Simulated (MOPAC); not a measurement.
MOPAC input (AM1):

```
AM1 PRECISE GNORM=0.05 LET XYZ UHF MS=0.5 GEO-OK AUX(PRECISION=9) THREADS=1
CH5GeO

C    -2.05133800 1    0.01755900 1    0.23772100 1
O    -0.86943300 1   -0.58400300 1    0.51207200 1
Ge    0.66110300 1    0.09982600 1   -0.16350500 1
H    -2.07795300 1    1.08984400 1    0.06901900 1
H    -2.92452200 1   -0.50626600 1    0.60096000 1
H     0.68080200 1    1.60457500 1    0.15976500 1
H     1.76233600 1   -0.67728200 1    0.56143000 1
H     0.66752900 1   -0.13863400 1   -1.68192900 1
```

From the output:

```
                                                       MOPAC v23.2.5 Linux

          FINAL HEAT OF FORMATION =        -16.85484 KCAL/MOL =     -70.52067 KJ/MOL

          COSMO AREA              =        107.20 SQUARE ANGSTROMS
          COSMO VOLUME            =         94.44 CUBIC ANGSTROMS

          GRADIENT NORM           =          0.03897          =       0.01378 PER ATOM
          IONIZATION POTENTIAL    =          8.390266 EV
          ALPHA SOMO LUMO (EV)    =         -8.390  0.547
          BETA  SOMO LUMO (EV)    =        -10.885  0.080
          NO. OF ALPHA ELECTRONS  =         10
          NO. OF BETA  ELECTRONS  =          9
          MOLECULAR WEIGHT        =        105.6399         POINT GROUP:  C1

          MOLECULAR DIMENSIONS (Angstroms)

            Atom       Atom       Distance
            H     7    H     5     4.63555
            H     8    H     6     2.57307
            O     2    H     8     2.06191

          SCF CALCULATIONS        =         44

   ATOM   CHEMICAL          X               Y               Z
  NUMBER   SYMBOL      (ANGSTROMS)     (ANGSTROMS)     (ANGSTROMS)

     1       C         -1.96719693  *   0.04809463  *   0.24677971  *
     2       O         -0.89164947  *  -0.60399157  *   0.66050687  *
     3      Ge          0.64755472  *   0.10741861  *  -0.18694718  *
     4       H         -1.99939737  *   1.14102779  *   0.26602873  *
     5       H         -2.85057648  *  -0.56494627  *   0.04294218  *
     6       H          0.62949846  *   1.61507415  *   0.13376223  *
     7       H          1.75803457  *  -0.68654985  *   0.52687988  *
     8       H          0.48366409  *  -0.22257628  *  -1.68409377  *

                             CARTESIAN COORDINATES

   1    C       -1.967196927     0.048094632     0.246779709
   2    O       -0.891649466    -0.603991567     0.660506871
   3   Ge        0.647554722     0.107418609    -0.186947183
   4    H       -1.999397371     1.141027789     0.266028735
   5    H       -2.850576477    -0.564946273     0.042942183
   6    H        0.629498460     1.615074153     0.133762227
   7    H        1.758034568    -0.686549849     0.526879875
   8    H        0.483664093    -0.222576284    -1.684093770

           Empirical Formula: C H5 O Ge  =     8 atoms

      MOLECULAR POINT GROUP   :   C1

          ALPHA EIGENVALUES
 -37.91104 -25.43835 -17.45366 -16.06148 -15.15952 -14.52109 -11.98683 -11.76924
 -11.06755  -8.39027   0.54698   0.73221   0.77278   1.98524   3.90758   4.97137
   5.90553

           BETA EIGENVALUES
 -37.51426 -24.27209 -17.27805 -15.82356 -14.77213 -14.06129 -11.91162 -11.75151
 -10.88528   0.08046   0.72710   0.77570   2.02767   2.11408   4.59190   5.30720
   6.43133

              NET ATOMIC CHARGES AND DIPOLE CONTRIBUTIONS

  ATOM NO.   TYPE          CHARGE      No. of ELECS.   s-Pop       p-Pop
    1          C          -0.211263        4.2113     1.28364     2.92762
    2          O          -0.352733        6.3527     1.87956     4.47317
    3         Ge           0.638079        3.3619     0.91771     2.44421
    4          H           0.101599        0.8984     0.89840
    5          H           0.135370        0.8646     0.86463
    6          H          -0.111719        1.1117     1.11172
    7          H          -0.090200        1.0902     1.09020
    8          H          -0.109132        1.1091     1.10913
 DIPOLE           X         Y         Z       TOTAL
 POINT-CHG.     1.309     1.041    -1.202     2.060
 HYBRID        -0.452     0.084     0.149     0.483
 SUM            0.858     1.124    -1.053     1.763

          ATOMIC ORBITAL ELECTRON POPULATIONS

     Atom    s        px        py        pz
    1  C   1.28364   0.91171   0.94686   1.06905
    2  O   1.87956   1.23666   1.62712   1.60939
    3 Ge   0.91771   0.75397   0.85042   0.83981
    4  H   0.89840
    5  H   0.86463
    6  H   1.11172
    7  H   1.09020
    8  H   1.10913

                    (SZ)    =    0.500000
                    (S**2)  =    0.759913

          ATOMIC ORBITAL SPIN POPULATIONS

    Atom   Total    s     px     py     pz
         Atomic
    1  C  0.9508  0.055  0.090  0.042  0.764
    2  O  0.0385  0.008 -0.025  0.011  0.045
    3 Ge  0.1224  0.013  0.074  0.016  0.019
    4  H -0.0485 -0.049
    5  H -0.0488 -0.049
    6  H  0.0014  0.001
    7  H -0.0076 -0.008
    8  H -0.0080 -0.008

 **********************
 *                    *
 * JOB ENDED NORMALLY *
 *                    *
 **********************

 == MOPAC DONE ==
```

The geometry given is a B3LYP-D3(BJ)/def2-TZVP minimum.
